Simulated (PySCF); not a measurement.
## NbSe2, doublet: data card

Level of theory: UB3LYP in PySCF with Nb def2-SVP with ECP28, Se def2-SVP; scalar-relativistic core potentials, no spin–orbit coupling; density-fitted integrals.

The structure is a minimum.

Z-matrix (Å, degrees; charge 0 multiplicity 2):
```
Nb
Se 1 2.2883
Se 1 2.2883 2 108.22
```

```json
{"Point group": "C2v", "Bond lengths": "Nb–Se 2.288 Å (×2)", "Bond angles": "Se–Nb–Se 108.2°", "Heat capacity Cp at 298.15 K": "54.1 J/(mol K)", "Principal polarisabilities": "82.0, 82.7, 137.3 bohr³", "Rotational symmetry number": "2", "Entropy at 298.15 K and 1 bar (electronic part: spin only)": "321.2 J/(mol K)", "Rotational constants": "0.1595, 0.03069, 0.02574 cm⁻¹", "Highest occupied level (α)": "-6.10 eV", "Atomisation energy without zero-point energy": "884 kJ/mol", "Principal quadrupole moments (Buckingham, traceless) about the centre of mass": "-9.95, -1.18, 11.14 D Å", "Dipole moment": "4.74 D", "Enthalpy at 298.15 K above 0 K": "13.52 kJ/mol", "Lowest empty level (α)": "-3.51 eV", "Zero-point energy": "5.2 kJ/mol", "Spin squared ⟨S²⟩": "0.778"}
```

Harmonic modes (masses in u: Nb 92.906, Se 79.917):
```tsv
symmetry	ω (cm⁻¹)	IR (km/mol)
a1	112	0.0
a1	367	3.8
b2	390	45.8
```

In C2v the vibrations span 2a1 + b2. Here b1 is antisymmetric to the molecular plane and b2 lies in it.

Charges (e):
| atom | Mulliken | Löwdin | polar tensor | spin (Mulliken) | Mayer order to Nb1 |
| --- | --- | --- | --- | --- | --- |
| Nb1 | 0.29 | -0.45 | 0.91 | 1.31 | – |
| Se2,3 | -0.14 | 0.22 | -0.46 | -0.16 | 2.44 |

Mulliken populations on Nb1 (electrons outside its core potential): s 2.61, p 6.36, d 3.72, f 0.02.

Formally Nb is in oxidation state +4, d1, with 1 unpaired electron. The Mulliken spin on Nb is 1.31. The polar-tensor charge on Nb, 0.91, is far below the formal one.

Other isomers or separated fragments may lie lower. Open d and f shells are described by one determinant, and the ground state may have another occupation or spin.

The final relaxation and frequency run took roughly 2.6 core-minutes on a shared host.
